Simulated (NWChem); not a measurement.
System: BeH2; SMILES [BeH2]

The following NWChem deck was run.

```
start job
memory heap 200 mb stack 900 mb global 1100 mb
geometry units angstroms noautoz
  Be     0.000000     0.000000     0.000000
  H      0.000000     0.000000     1.338991
  H      0.000000     0.000000    -1.338991
end
basis spherical
  * library 6-31g*
end
dft
  xc xtpss03 ctpss03
  iterations 200
  convergence diis 20
end
task dft gradient
```

NWChem printed, in part:

```
             Northwest Computational Chemistry Package (NWChem) 7.3.0
             --------------------------------------------------------

 ORDER OF PRIMARY AXIS IS BEING SET TO 4
 D4H symmetry detected

                             Geometry "geometry" -> ""
                             -------------------------

 Output coordinates in angstroms (scale by  1.889725989 to convert to a.u.)

  No.       Tag          Charge          X              Y              Z
 ---- ---------------- ---------- -------------- -------------- --------------
    1 Be                   4.0000     0.00000000     0.00000000     0.00000000
    2 H                    1.0000     0.00000000     0.00000000     1.33899100
    3 H                    1.0000     0.00000000     0.00000000    -1.33899100

 Effective nuclear repulsion energy (a.u.)       3.3592508213

      Symmetry information
      --------------------

 Group name             D4h
 Group number             28
 Group order              16
 No. of unique centers     2

                                 NWChem DFT Module
                                 -----------------

 Summary of "ao basis" -> "ao basis" (spherical)
 ------------------------------------------------------------------------------
       Tag                 Description            Shells   Functions and Types
 ---------------- ------------------------------  ------  ---------------------
 Be                          6-31g*                  6       14   3s2p1d
 H                           6-31g*                  2        2   2s

      Symmetry analysis of basis
      --------------------------

        a1g         6
        a1u         0
        a2g         0
        a2u         4
        b1g         1
        b1u         0
        b2g         1
        b2u         0
        eg          2
        eu          4

            General Information
            -------------------
          SCF calculation type: DFT
          Wavefunction type:  closed shell.
          No. of atoms     :     3
          No. of electrons :     6
           Alpha electrons :     3
            Beta electrons :     3
          Charge           :     0
          Spin multiplicity:     1
          Use of symmetry is: on ; symmetry adaption is: on
          Maximum number of iterations: 200
          AO basis - number of functions:    18
                     number of shells:    10
          Convergence on energy requested:  1.00D-06
          Convergence on density requested:  1.00D-05
          Convergence on gradient requested:  5.00D-04

              XC Information
              --------------
                  TPSS metaGGA Exchange Functional  1.000
             TPSS03 metaGGA Correlation Functional  1.000

             Grid Information
             ----------------
          Grid used for XC integration:  medium
          Radial quadrature: Mura-Knowles
          Angular quadrature: Lebedev.
          Tag              B.-S. Rad. Rad. Pts. Rad. Cut. Ang. Pts.
          ---              ---------- --------- --------- ---------
          Be                  1.05       49           6.0       434
          H                   0.35       45           8.0       434
          Grid pruning is: on
          Number of quadrature shells:    94
          Spatial weights used:  Erf1

      Superposition of Atomic Density Guess
      -------------------------------------

 Sum of atomic energies:         -15.56322911

      Non-variational initial energy
      ------------------------------

 Total energy =     -15.616907
 1-e energy   =     -26.600351
 2-e energy   =       7.624193
 HOMO         =      -0.343313
 LUMO         =       0.058745

      Symmetry analysis of molecular orbitals - initial
      -------------------------------------------------

 !! scf_movecs_sym_adapt:    2 vectors were symmetry contaminated

  Symmetry fudging

 !! scf_movecs_sym_adapt:    2 vectors were symmetry contaminated

  Numbering of irreducible representations:

     1 a1g         2 a1u         3 a2g         4 a2u         5 b1g
     6 b1u         7 b2g         8 b2u         9 eg         10 eu

  Orbital symmetries:

     1 a1g         2 a1g         3 a2u         4 eu          5 eu
     6 a1g         7 a2u         8 a1g         9 eu         10 eu
    11 a2u        12 a1g        13 eg

   convergence    iter        energy       DeltaE   RMS-Dens  Diis-err
 ---------------- ----- ----------------- --------- --------- ---------
 d= 0,ls=0.0,diis     1    -15.9062371077 -1.93D+01  1.74D-02  3.15D-02
 d= 0,ls=0.0,diis     2    -15.9162824147 -1.00D-02  3.18D-03  9.27D-04
 d= 0,ls=0.0,diis     3    -15.9165593281 -2.77D-04  4.93D-04  3.97D-05
 d= 0,ls=0.0,diis     4    -15.9165697759 -1.04D-05  6.83D-05  4.69D-07
 d= 0,ls=0.0,diis     5    -15.9165699093 -1.33D-07  1.43D-05  5.39D-08
 d= 0,ls=0.0,diis     6    -15.9165699206 -1.13D-08  8.91D-08  1.08D-12

         Total DFT energy =      -15.916569920614
      One electron energy =      -27.075740493413
           Coulomb energy =       11.399808229072
    Exchange-Corr. energy =       -3.599888477599
 Nuclear repulsion energy =        3.359250821325

 Numeric. integr. density =        6.000000050673

                  Occupations of the irreducible representations
                  ----------------------------------------------

                     irrep           alpha         beta
                     --------     --------     --------
                     a1g               2.0          2.0
                     a1u               0.0          0.0
                     a2g               0.0          0.0
                     a2u               1.0          1.0
                     b1g               0.0          0.0
                     b1u               0.0          0.0
                     b2g               0.0          0.0
                     b2u               0.0          0.0
                     eg                0.0          0.0
                     eu                0.0          0.0

                       DFT Final Molecular Orbital Analysis
                       ------------------------------------

 Vector    1  Occ=2.000000D+00  E=-3.902531D+00  Symmetry=a1g
              MO Center= -2.4D-22,  6.0D-22,  5.0D-18, r^2= 6.7D-02
   Bfn.  Coefficient  Atom+Function         Bfn.  Coefficient  Atom+Function
  ----- ------------  ---------------      ----- ------------  ---------------
     1      0.996185  1 Be s                  2      0.031529  1 Be s

 Vector    2  Occ=2.000000D+00  E=-3.147754D-01  Symmetry=a1g
              MO Center=  5.9D-38, -5.1D-38,  2.8D-17, r^2= 2.1D+00
   Bfn.  Coefficient  Atom+Function         Bfn.  Coefficient  Atom+Function
  ----- ------------  ---------------      ----- ------------  ---------------
     6      0.278173  1 Be s                  2      0.271062  1 Be s
    16      0.217393  2 H  s                 18      0.217393  3 H  s
    15      0.199534  2 H  s                 17      0.199534  3 H  s
     1     -0.190563  1 Be s                 12      0.050895  1 Be d  0

 Vector    3  Occ=2.000000D+00  E=-2.798140D-01  Symmetry=a2u
              MO Center= -4.9D-17, -5.2D-17,  1.1D-16, r^2= 2.2D+00
   Bfn.  Coefficient  Atom+Function         Bfn.  Coefficient  Atom+Function
  ----- ------------  ---------------      ----- ------------  ---------------
     5      0.389437  1 Be pz                15      0.240667  2 H  s
    17     -0.240667  3 H  s                 16      0.216607  2 H  s
    18     -0.216607  3 H  s                  9      0.125671  1 Be pz

 Vector    4  Occ=0.000000D+00  E=-3.850358D-02  Symmetry=eu
              MO Center= -1.9D-17, -4.5D-17, -1.2D-16, r^2= 2.9D+00
   Bfn.  Coefficient  Atom+Function         Bfn.  Coefficient  Atom+Function
  ----- ------------  ---------------      ----- ------------  ---------------
     8      0.532032  1 Be py                 7      0.370637  1 Be px
     4      0.362992  1 Be py                 3      0.252876  1 Be px

 Vector    5  Occ=0.000000D+00  E=-3.850358D-02  Symmetry=eu
              MO Center=  6.6D-17, -2.6D-17, -3.6D-16, r^2= 2.9D+00
   Bfn.  Coefficient  Atom+Function         Bfn.  Coefficient  Atom+Function
  ----- ------------  ---------------      ----- ------------  ---------------
     7      0.532032  1 Be px                 8     -0.370637  1 Be py
     3      0.362992  1 Be px                 4     -0.252876  1 Be py

 Vector    6  Occ=0.000000D+00  E= 7.274325D-02  Symmetry=a1g
              MO Center=  1.2D-16, -3.6D-16,  4.3D-16, r^2= 3.5D+00
   Bfn.  Coefficient  Atom+Function         Bfn.  Coefficient  Atom+Function
  ----- ------------  ---------------      ----- ------------  ---------------
     6      1.765670  1 Be s                 16     -0.979893  2 H  s
    18     -0.979893  3 H  s                 15     -0.173138  2 H  s
    17     -0.173138  3 H  s                  1     -0.123314  1 Be s
    12     -0.029675  1 Be d  0               2      0.027528  1 Be s

     Multipole analysis of the density
     ---------------------------------

     L   x y z        total         alpha         beta         nuclear
     -   - - -        -----         -----         ----         -------
     0   0 0 0     -0.000000     -3.000000     -3.000000      6.000000

     1   1 0 0     -0.000000     -0.000000     -0.000000      0.000000
     1   0 1 0     -0.000000     -0.000000     -0.000000      0.000000
     1   0 0 1      0.000000      0.000000      0.000000      0.000000

     2   2 0 0     -4.841851     -2.420925     -2.420925      0.000000
     2   1 1 0     -0.000000     -0.000000     -0.000000      0.000000
     2   1 0 1     -0.000000     -0.000000     -0.000000      0.000000
     2   0 2 0     -4.841851     -2.420925     -2.420925      0.000000
     2   0 1 1     -0.000000     -0.000000     -0.000000      0.000000
     2   0 0 2     -8.269872    -10.537486    -10.537486     12.805100

            General Information
            -------------------
          SCF calculation type: DFT
          Wavefunction type:  closed shell.
          No. of atoms     :     3
          No. of electrons :     6
           Alpha electrons :     3
            Beta electrons :     3
          Charge           :     0
          Spin multiplicity:     1
          Use of symmetry is: on ; symmetry adaption is: on
          Maximum number of iterations: 200
          AO basis - number of functions:    18
                     number of shells:    10
          Convergence on energy requested:  1.00D-06
          Convergence on density requested:  1.00D-05
          Convergence on gradient requested:  5.00D-04

              XC Information
              --------------
                  TPSS metaGGA Exchange Functional  1.000
             TPSS03 metaGGA Correlation Functional  1.000

             Grid Information
             ----------------
          Grid used for XC integration:  medium
          Radial quadrature: Mura-Knowles
          Angular quadrature: Lebedev.
          Tag              B.-S. Rad. Rad. Pts. Rad. Cut. Ang. Pts.
          ---              ---------- --------- --------- ---------
          Be                  1.05       49           6.0       434
          H                   0.35       45           8.0       434
          Grid pruning is: on
          Number of quadrature shells:    94
          Spatial weights used:  Erf1

          Convergence Information
          -----------------------
          Convergence aids based upon iterative change in
          total energy or number of iterations.
          Levelshifting, if invoked, occurs when the
          HOMO/LUMO gap drops below (HL_TOL):  1.00D-02
          DIIS, if invoked, will attempt to extrapolate
          using up to (NFOCK): 20 stored Fock matrices.

                    Damping( 0%)  Levelshifting(0.5)       DIIS
                  --------------- ------------------- ---------------
          dE  on:    start            ASAP                start
          dE off:    2 iters        200 iters           200 iters

                            NWChem DFT Gradient Module
                            --------------------------

  charge          =   0.00
  wavefunction    = closed shell

  Using symmetry

                         DFT ENERGY GRADIENTS

    atom               coordinates                        gradient
                 x          y          z           x          y          z
   1 Be      0.000000   0.000000   0.000000    0.000000   0.000000   0.000000
   2 H       0.000000   0.000000   2.530326    0.000000   0.000000   0.000840
   3 H       0.000000   0.000000  -2.530326    0.000000   0.000000  -0.000840
```

Level: TPSS/6-31G* (spherical d). Coordinates come from a PBE0/def2-SVP optimisation.
